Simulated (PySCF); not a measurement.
Start geometry of `C#Cc1cc[o+]cc1` from GFN2-xTB (Å):
```
atom  x, y, z in Å
C1     3.0993   -0.2567   -0.2331
C2     1.9016   -0.1562   -0.1441
C3     0.5100   -0.0411   -0.0397
C4    -0.1401    1.1922   -0.2577
C5    -1.5045    1.2395   -0.1427
O6    -2.2239    0.1824    0.1621
C7    -1.6480   -0.9802    0.3733
C8    -0.2918   -1.1549    0.2889
H9     4.1464   -0.3441   -0.3102
H10    0.4251    2.0755   -0.5094
H11   -2.0901    2.1387   -0.2909
H12   -2.3430   -1.7745    0.6168
H13    0.1544   -2.1200    0.4690
```

Problem. What comes out of this run: PBE0-D3(BJ)/def2-SVP geometry optimisation, gas phase (PySCF)?

Solution. 
```
atom  x, y, z in Å
C1     2.8934   -0.2537   -0.2811
C2     1.6866   -0.1528   -0.1894
C3     0.2870   -0.0358   -0.0821
C4    -0.3616    1.2031   -0.3004
C5    -1.7234    1.2615   -0.1825
O6    -2.4375    0.1928    0.1283
C7    -1.8726   -0.9838    0.3400
C8    -0.5179   -1.1523    0.2479
H9     3.9662   -0.3435   -0.3627
H10    0.2011    2.1013   -0.5580
H11   -2.3367    2.1535   -0.3256
H12   -2.5961   -1.7637    0.5861
H13   -0.0792   -2.1346    0.4279
```

The energy falls by 4.1 kJ/mol over 5 energy and gradient evaluations, the largest force component goes from 0.0213 to 3.8e-04 Eh/bohr, and the atoms move by 0.020 Å rms after alignment. The bond that changes most is C1–H9 (terminal alkyne carbon to alkyne hydrogen), which lengthens by 0.026 Å. Bonds longer at the end by more than 0.005 Å: 9 of 13; shorter: 0. Rotational constants go from 6029, 1524, 1216 to 5945, 1516, 1208 MHz. The orientation of the end geometry is arbitrary; only internal coordinates are fixed.

The run used 137 basis functions and 39 SCF cycles in all.

Stationary, but not proved a minimum.
